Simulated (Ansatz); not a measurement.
Calculated with Ansatz (gas phase, PBE0-D4/def2-TZVP geometries, no zero-point term in ΔE). CBS: MP2 limit from def2 TZ/QZ plus the TZ coupled-cluster correction, frozen cores. DFT in def2-TZVPP. B3LYP here is the variant with VWN-RPA as its local correlation; programs differ in this. One conformer a species, not always the lowest.

`CC[BH][AlH2]` + `N=C=C=O` → `CN=C=C=O` + `C[BH][AlH2]`  (substitution at a C–C bond)

| level | ΔE (kJ/mol) |
| --- | --- |
| B3LYP-D4 | 0.3 |
| BLYP | -5.6 |
| HF/CBS(def2) | 0.5 |
| CCSD/CBS(def2) | 8.2 |

Problem. What does CCSD(T)/CBS give? (Estimate.)

Solution. The calculation gave: +7.8 kJ/mol. The listed levels differ from it by -7.5, -13.4, -7.3, 0.4 kJ/mol.

Largest T1 diagnostic among the species: 0.019.

In def2-TZVPP, CCSD(T) changes the Hartree–Fock value by +7.1 kJ/mol (the triples alone add −0.4 kJ/mol) and MP2 by +3.4 kJ/mol. From BLYP to BHLYP (50 % exact exchange), in def2-TZVPP and without D4, ΔE moves by +4.7 kJ/mol. The D4 term adds +3.6 kJ/mol with B3LYP and +2.0 kJ/mol with PBE0; it sums over pairs of atoms, weighted by their polarisabilities, and B3LYP, whose exchange is more repulsive, gets the larger term.
